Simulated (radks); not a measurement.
Minus the highest occupied eigenvalue as an estimate of the ionisation energy, Cu20+ to Cu28+. The LB94 potential has the -1/r tail that LDA and GGA lack but no energy functional. Calculated with a radial shooting solver on a logarithmic mesh with Libxc functionals: scalar-relativistic Kohn-Sham, LB94 model potential, spin-polarised, spherical densities, finite nucleus; open shells are filled with parallel spins first; Fermi nuclear charge, rms radius 3.8823 fm.

| species | configuration | HOMO | -e(HOMO) (eV) | <r> (bohr) | IE, NIST (eV) | kind |
|---|---|---|---|---|---|---|
| Cu20+ | [He] 2s2 2p5 | 2p down | 1789.4 | 0.199 | 1800 | semi-emp. |
| Cu21+ | [He] 2s2 2p4 | 2p down | 1899.7 | 0.195 | 1918 | semi-emp. |
| Cu22+ | [He] 2s2 2p3 | 2p up | 2040.7 | 0.192 | 2044 | semi-emp. |
| Cu23+ | [He] 2s2 2p2 | 2p up | 2159.0 | 0.189 | 2179 | semi-emp. |
| Cu24+ | [He] 2s2 2p1 | 2p up | 2278.0 | 0.186 | 2307 | semi-emp. |
| Cu25+ | [He] 2s2 | 2s | 2470.1 | 0.215 | 2479 | semi-emp. |
| Cu26+ | [He] 2s1 | 2s up | 2583.3 | 0.213 | 2587.0 | theory |
| Cu27+ | [He] | 1s | 11012.2 | 0.0517 | 11062.4 | theory |
| Cu28+ | 1s1 | 1s up | 11505.6 | 0.0510 | 11567.6 | theory |

Reference values: NIST Atomic Spectra Database (exp. = measured, semi-emp. = semi-empirical, theory = theoretical value adopted there). Open shells are spherical and high-spin; term and fine-structure splittings are not resolved.
